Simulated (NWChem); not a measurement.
System meant: C3HF4, doublet; SMILES [CH]=C(F)C(F)(F)F

Here is an NWChem input.

```
start job
memory heap 200 mb stack 900 mb global 1100 mb
geometry units angstroms noautoz
  C     -1.348535    -1.562278    -0.000821
  C     -0.171892    -0.962673    -0.000181
  F      1.004152    -1.613214     0.001501
  C      0.026069     0.547427     0.000028
  F      0.727517     0.936458    -1.084409
  F      0.711540     0.938401     1.094058
  F     -1.161499     1.184081    -0.009070
  H     -2.413962    -1.323217    -0.002199
end
basis spherical
  * library def2-svp
end
dft
  odft
  mult 2
  xc b3lyp
  iterations 4
  mulliken
end
task dft energy
```

End of the output:

```
     --------------------------
     Expectation value of S2:
     --------------------------
      <S2> =      0.7555 (Exact =     0.7500)

 center of mass
 --------------
 x =   0.06182455 y =   0.04556591 z =   0.00000640

 moments of inertia (a.u.)
 ------------------
         715.211922827216          -0.000000000000          -0.000000000000
          -0.000000000000         490.856090003657          -0.000000000000
          -0.000000000000          -0.000000000000         884.079608022199

     Multipole analysis of the density
     ---------------------------------

     L   x y z        total         alpha         beta         nuclear
     -   - - -        -----         -----         ----         -------
     0   0 0 0     -0.000000    -28.000000    -27.000000     55.000000

     1   1 0 0     -0.594299      0.916396     -1.510696     -0.000000
     1   0 1 0     -0.165973      1.555826     -1.721799      0.000000
     1   0 0 1     -0.000514     -0.000461     -0.000052      0.000000

     2   2 0 0    -25.549818   -101.185807    -94.013266    169.649255
     2   1 1 0      1.342263     -7.784970      0.512756      8.614477
     2   1 0 1      0.000050      0.000599     -0.001115      0.000566
     2   0 2 0    -28.830834   -155.874535   -142.790077    269.833779
     2   0 1 1     -0.000504      0.000672     -0.001651      0.000474
     2   0 0 2    -27.954826    -52.486071    -51.735589     76.266834

 ------------------------------------------------------------------------
 dft energy failed                                                                                  0
 ------------------------------------------------------------------------
 ------------------------------------------------------------------------
  current input line :
    23: task dft energy
 ------------------------------------------------------------------------
 ------------------------------------------------------------------------
 This type of error is most commonly associated with calculations not reaching convergence criteria
 ------------------------------------------------------------------------
 For more information see the NWChem manual at https://nwchemgit.github.io

0:dft energy failed:Received an Error in Communication
```

Problem. Find the fault in this run and fix the input.

Solution. Convergence was not reached. Cause: the SCF was allowed too few iterations. This input runs:
```
start job
memory heap 200 mb stack 900 mb global 1100 mb
geometry units angstroms noautoz
  C     -1.348535    -1.562278    -0.000821
  C     -0.171892    -0.962673    -0.000181
  F      1.004152    -1.613214     0.001501
  C      0.026069     0.547427     0.000028
  F      0.727517     0.936458    -1.084409
  F      0.711540     0.938401     1.094058
  F     -1.161499     1.184081    -0.009070
  H     -2.413962    -1.323217    -0.002199
end
basis spherical
  * library def2-svp
end
dft
  odft
  mult 2
  xc b3lyp
  iterations 150
  mulliken
end
task dft energy
```
It converges to -513.78074 Ha (B3LYP/def2-SVP, spin-unrestricted).
